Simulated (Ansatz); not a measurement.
`[NH2][Zr]([OH])([F])[F]` and `[OH][Zr]([OH])([F])[F]` differ in one atom or group.

Ansatz, PBE0-D4/def2-TZVP geometries, multiplicity 1. Each molecule was computed in one conformer, which needn't be the lowest.

Elements past krypton have def2 core potentials.

```
                                        property  `[NH2][Zr]([OH])([F])[F]`
           LUMO energy (ωB97M-V/def2-TZVPP) / eV                       0.53
              LUMO energy (PBE0/def2-TZVPP) / eV                      -0.48
size of the dipole moment (B3LYP/def2-TZVPP) / D                       2.78
             LUMO energy (B3LYP/def2-TZVPP) / eV                      -0.77
             HOMO energy (B3LYP/def2-TZVPP) / eV                      -7.49
  size of the dipole moment (PBE/def2-TZVPP) / D                       2.70
```

(1) What does the change do to each property? (An estimate is asked.)

Answers

(1) Computed: 
```json
{"property": "LUMO energy (ωB97M-V/def2-TZVPP) / eV", "`[OH][Zr]([OH])([F])[F]`": "0.47", "shift": "-0.06"}
{"property": "LUMO energy (PBE0/def2-TZVPP) / eV", "`[OH][Zr]([OH])([F])[F]`": "-0.39", "shift": "0.09"}
{"property": "size of the dipole moment (B3LYP/def2-TZVPP) / D", "`[OH][Zr]([OH])([F])[F]`": "3.39", "shift": "0.61"}
{"property": "LUMO energy (B3LYP/def2-TZVPP) / eV", "`[OH][Zr]([OH])([F])[F]`": "-0.72", "shift": "0.05"}
{"property": "HOMO energy (B3LYP/def2-TZVPP) / eV", "`[OH][Zr]([OH])([F])[F]`": "-9.33", "shift": "-1.84"}
{"property": "size of the dipole moment (PBE/def2-TZVPP) / D", "`[OH][Zr]([OH])([F])[F]`": "3.29", "shift": "0.59"}
```

With PBE0 the HOMO falls by 1.87 eV and the LUMO rises by 0.09 eV, so the gap widens by about 1.96 eV. PBE moves the HOMO by -1.59 eV and ωB97M-V by -1.95 eV. The zero-point energy changes by -32.0 kJ/mol with -3 modes. Dipoles are sizes alone; their direction can turn.

B3LYP here is the variant with VWN-RPA as its local correlation; programs differ in this.
